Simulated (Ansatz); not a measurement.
`C[S][InH2]` + `NCC(F)F` → `F[CH](F)[InH2]` + `CSCN`  (formal exchange of groups at the In–S bond)

Gas-phase electronic energies from Ansatz, PBE0-D4/def2-TZVP geometries. CCSD(T)/CBS adds triple-zeta CCSD(T) − MP2 to the extrapolated MP2 energy (def2 sets, frozen cores). Functionals use def2-TZVPP. B3LYP here is the variant with VWN-RPA as its local correlation; programs differ in this. def2 core potentials past Kr. For In outer-core shells are correlated without core-valence functions, which leaves a few kJ/mol of doubt a bond. Each species was taken in one conformer, which may not be the lowest.

| level | ΔE (eV) |
| --- | --- |
| B2PLYP | 1.71 |
| B3LYP | 1.65 |

Problem. What does CCSD(T)/CBS give? (Estimate.)

Solution. The calculation gave: +1.76 eV. The listed levels differ from it by -0.05, -0.11 eV.

Largest T1 diagnostic among the species: 0.014.

In def2-TZVPP, CCSD(T) changes the Hartree–Fock value by −0.17 eV (the triples alone add −0.02 eV) and MP2 by −0.14 eV. From PBE to PBE0 (25 % exact exchange), in def2-TZVPP and without D4, ΔE moves by +0.12 eV.
